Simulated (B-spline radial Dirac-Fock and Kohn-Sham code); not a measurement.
**Compton profile of W²⁰⁺**

System: the W²⁰⁺ ion, configuration 1s2 2s2 2p6 3s2 3p6 3d10 4s2 4p6 4d10 4f8.

The computed values come from an atomic code on a B-spline grid: the impulse approximation on Dirac-Fock densities. pz is in atomic units of momentum; subshell profiles are per electron, for a selection of subshells; open shells are spread over both j values by their weights.

| pz | J total | J 2s1/2 | J 2p3/2 | J 4d5/2 | J 4f7/2 |
| --- | --- | --- | --- | --- | --- |
| 0 | 3.273 | 0.0361 | 0.0195 | 0.0817 | 0.0661 |
| 0.4 | 3.265 | 0.0360 | 0.0195 | 0.0817 | 0.0661 |
| 0.5 | 3.261 | 0.0360 | 0.0195 | 0.0817 | 0.0661 |
| 0.6 | 3.255 | 0.0360 | 0.0195 | 0.0817 | 0.0661 |
| 0.8 | 3.241 | 0.0359 | 0.0195 | 0.0817 | 0.0661 |
| 1 | 3.223 | 0.0359 | 0.0195 | 0.0817 | 0.0661 |
| 1.2 | 3.201 | 0.0358 | 0.0195 | 0.0817 | 0.0661 |
| 1.4 | 3.174 | 0.0357 | 0.0195 | 0.0816 | 0.0661 |
| 1.6 | 3.143 | 0.0356 | 0.0195 | 0.0815 | 0.0661 |
| 1.8 | 3.107 | 0.0354 | 0.0195 | 0.0813 | 0.0661 |
| 2 | 3.066 | 0.0353 | 0.0195 | 0.0810 | 0.0660 |
| 2.5 | 2.942 | 0.0349 | 0.0195 | 0.0795 | 0.0657 |
| 3 | 2.788 | 0.0344 | 0.0195 | 0.0764 | 0.0649 |
| 4 | 2.403 | 0.0331 | 0.0195 | 0.0650 | 0.0608 |
| 5 | 1.980 | 0.0316 | 0.0194 | 0.0486 | 0.0529 |
| 7 | 1.285 | 0.0278 | 0.0192 | 0.0190 | 0.0326 |
| 10 | 0.7518 | 0.0214 | 0.0185 | 0.00394 | 0.0120 |
| 15 | 0.3802 | 0.0115 | 0.0158 | 0.00280 | 0.00197 |
| 20 | 0.2107 | 0.00525 | 0.0122 | 0.00167 | 0.000346 |
| 30 | 0.07942 | 0.00118 | 0.00568 | 0.000303 | 1.67e-05 |
| 40 | 0.03649 | 0.000886 | 0.00231 | 5.36e-05 | 1.36e-06 |
| 60 | 0.01140 | 0.000671 | 0.000382 | 2.77e-06 | < 1e-6 |
| 100 | 0.002244 | 0.000172 | 2.05e-05 | < 1e-6 | < 1e-6 |

J(0) = 3.273. The 4d5/2 subshell gives the largest part, 15 %.

Mean momentum ⟨p⟩ by subshell (a.u.): 1s1/2 77.0, 2s1/2 27.5, 2p1/2 36.3, 2p3/2 32.1, 3s1/2 13.9, 3p1/2 16.6, 3p3/2 15.3, 3d3/2 18.4, 3d5/2 18.0, 4s1/2 7.32, 4p1/2 8.23, 4p3/2 7.75, 4d3/2 8.62, 4d5/2 8.45, 4f5/2 8.99, 4f7/2 8.92.
